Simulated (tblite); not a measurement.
C₆H₇P.
Bonds: P1–C2, C2–C3 (aromatic), C3–C4 (aromatic), C4–C5 (aromatic), C5–C6 (aromatic), C6–C7 (aromatic), C2–C7 (aromatic). Hydrogens: H8, H9 on P1; H10 on C3; H11 on C4; H12 on C5; H13 on C6; H14 on C7.

Computed with GFN2-xTB (tblite), gas phase: L-BFGS steps from a force-field or distance-geometry start until the largest atomic force falls under 0.01 eV/Å.

At the end of the run (lengths in Å): P1–H9 1.393, P1–H8 1.393, P1–C2 1.829, C2–C7 1.391, C2–C3 1.391, C3–C4 1.383, C6–H13 1.080, C3–C2–C7 119.3°, P1–C2–C7 120.1°, C4–C5–C6 119.9°, C2–C3–C4 120.2°, H8–P1–C2–C3 138°, H14–C7–C2–P1 3°.

Problem. These geometries were met on the way; a selection of coordinates is given. Order them by energy above the end point, lowest first.
A. P1–H9 1.394, P1–H8 1.390, P1–C2 1.836, C2–C7 1.390, C2–C3 1.391, C3–C4 1.386, C6–H13 1.082, C3–C2–C7 118.2°, P1–C2–C7 120.6°, C4–C5–C6 118.7°, C2–C3–C4 120.9°, H8–P1–C2–C3 141°, H14–C7–C2–P1 8°
B. P1–H9 1.400, P1–H8 1.399, P1–C2 1.858, C2–C7 1.391, C2–C3 1.395, C3–C4 1.393, C6–H13 1.089, C3–C2–C7 117.2°, P1–C2–C7 121.0°, C4–C5–C6 118.8°, C2–C3–C4 121.6°, H8–P1–C2–C3 144°, H14–C7–C2–P1 11°
C. P1–H9 1.429, P1–H8 1.440, P1–C2 1.839, C2–C7 1.419, C2–C3 1.414, C3–C4 1.371, C6–H13 1.066, C3–C2–C7 118.1°, P1–C2–C7 120.5°, C4–C5–C6 121.6°, C2–C3–C4 121.2°, H8–P1–C2–C3 148°, H14–C7–C2–P1 7°
D. P1–H9 1.470, P1–H8 1.466, P1–C2 1.859, C2–C7 1.372, C2–C3 1.384, C3–C4 1.404, C6–H13 1.098, C3–C2–C7 123.9°, P1–C2–C7 117.5°, C4–C5–C6 122.1°, C2–C3–C4 118.4°, H8–P1–C2–C3 149°, H14–C7–C2–P1 0°
E. P1–H9 1.406, P1–H8 1.421, P1–C2 1.854, C2–C7 1.417, C2–C3 1.408, C3–C4 1.381, C6–H13 1.075, C3–C2–C7 116.1°, P1–C2–C7 121.4°, C4–C5–C6 120.0°, C2–C3–C4 122.3°, H8–P1–C2–C3 147°, H14–C7–C2–P1 12°

Solution. A (0.036 eV), B (0.070 eV), E (0.150 eV), C (0.318 eV), D (0.731 eV).

```json
{"step": "7", "E above end (eV)": "0.036", "rms distance from the end, all atoms (Å)": "0.070", "largest force (eV/Å)": "0.222", "rms shift of all bonds from the end (Å)": "0.003"}
{"step": "5", "E above end (eV)": "0.070", "rms distance from the end, all atoms (Å)": "0.080", "largest force (eV/Å)": "0.516", "rms shift of all bonds from the end (Å)": "0.009"}
{"step": "3", "E above end (eV)": "0.150", "rms distance from the end, all atoms (Å)": "0.093", "largest force (eV/Å)": "1.033", "rms shift of all bonds from the end (Å)": "0.015"}
{"step": "2", "E above end (eV)": "0.318", "rms distance from the end, all atoms (Å)": "0.113", "largest force (eV/Å)": "1.240", "rms shift of all bonds from the end (Å)": "0.020"}
{"step": "0", "E above end (eV)": "0.731", "rms distance from the end, all atoms (Å)": "0.142", "largest force (eV/Å)": "2.360", "rms shift of all bonds from the end (Å)": "0.031"}
```

Rows stand in the order of the answer.
